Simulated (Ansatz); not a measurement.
ReS2⁺, relaxed as a singlet with RKS PBE0-D4/def2-TZVP in Ansatz, starting from the GFN2-xTB geometry. Force threshold 0.02 eV/Å.

In the def2 sets Re takes a core potential; there is no spin–orbit coupling. The restricted singlet is unstable: a solution with broken spin symmetry lies lower. The relaxation made no stability test and no search for a lower SCF solution. At PBE0-D4/def2-TZVP a triplet of charge 1 lies 0.42 eV below the restricted singlet, each at its own geometry. The structure comes from a short search, and lower isomers may exist.

Start:

Cartesian coordinates in Å:
```
Re 0.8712 0.2900 0.0154
S -0.2832 -0.5204 -1.5765
S -0.5880 0.2304 1.5611
```

(1) Estimate the energy that the relaxation releases and the steps that it takes.

(2) Does the start keep its bonding and symmetry?

(3) Predict the relaxed structure.

Results:

(1) 0.39 eV, in 5 steps; 4.1 s on 4 threads of Arm Neoverse V2 on a shared host. No frequencies were taken in this run, so the end may be a saddle point.

(2) By distances, no bond broke or formed. The bond that changes most is Re1–S2, from 2.13 to 2.03 Å (atoms count from 1). Point group C2v at the start, C2v at the end, both within 0.05 Å.

(3) 
```xyz
3

Re    0.784    0.261    0.014
S    -0.241   -0.503   -1.562
S    -0.543    0.242    1.548
```
Bond lengths: 2 × Re–S 2.03 Å.
